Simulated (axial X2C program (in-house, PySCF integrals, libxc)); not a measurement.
Working with the constants of ScS⁻

A bond curve at the PBE0 level, two-component, was computed with an in-house relativistic program for diatomic molecules (basis Sc dyall-acv3z [11s12p8d5f2g], S dyall-av3z [9s8p3d2f] (cores contracted in-house)) for the state Ω = 0 (closed shell). Its fit gives Re = 2.1754 Å, ωe = 535.8 cm⁻¹, ωexe = 1.52 cm⁻¹ and αe = 7.541e-04 cm⁻¹; the masses are 44.9559 and 31.9721 u. Two-component means X2C with spin–orbit coupling and atomic mean-field Coulomb and Gaunt terms.

Problem. Find the reduced mass, Be and the force constant.

Solution. From the PBE0 values: μ = 18.6842 u. Be = 16.8576/(μ Re²) = 0.1907 cm⁻¹. k = 5.8918×10⁻⁷ μ ωe² = 3.16 mdyn/Å.

Problem. Estimate De from a Morse curve and compare with the computed well depth of 4.389 eV to Sc + S-.

Solution. De(Morse) = ωe²/(4ωexe) = 5.854 eV against 4.389 eV computed, a ratio of 1.33. The extrapolation overshoots: the well softens faster than a Morse curve, or the lowest atomic limit lies below the one to which the curve heads.

Problem. Estimate the centrifugal constant by the Kratzer relation.

Solution. D = 4Be³/ωe² = 9.66e-08 cm⁻¹.

Problem. Where do the fundamental and the first overtone lie?

Solution. ν(1←0) = ωe − 2ωexe = 532.8 cm⁻¹; ν(2←0) = 2ωe − 6ωexe = 1062.5 cm⁻¹.

Problem. A Morse curve ties αe to the other constants (Pekeris). How well does that hold?

Solution. αe(Morse) = 6Be²/ωe × (√(ωexe/Be) − 1) = 7.423e-04 cm⁻¹; the PBE0 curve gives 7.541e-04 cm⁻¹, a ratio of 0.98.

The state is a single determinant with fixed occupations, the lowest that a limited PBE0 search found. De is counted from the lowest determinant-based energies of the atoms at the same level, without counterpoise correction. In 2c an atomic determinant is not the ground J level, so De misses part of the atomic spin–orbit lowering. This holds for PBE0. The functionals have no current-density term, which raises determinants with orbital currents, atoms included. The highest occupied level of some functionals is positive through self-interaction error; at Hartree–Fock it is bound.
